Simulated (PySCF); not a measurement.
Electron correlation in Ag (silver, neutral)

[Kr] 4d10 5p1, 2P determinant (an excited configuration). Computed with PySCF 2.14 in aug-cc-pVTZ-PP with ECP28MDF (6s6p5d3f2g, 88 functions), with scalar relativity through the core potential. Frozen: 4s2 4p6; 11 electrons correlated.

| level | correlation energy (mhartree) |
| --- | --- |
| CCSD | -359.50 |
| (T) | -14.88 |
| CCSD(T) | -374.38 |

Diagnostics: T1 = 0.026, D1 = 0.1209, largest double amplitude 0.023.

Question: Is a single reference adequate?

Answer: Yes, within this model without spin-orbit coupling: T1 lies below 0.03 and no double amplitude reaches 0.07.
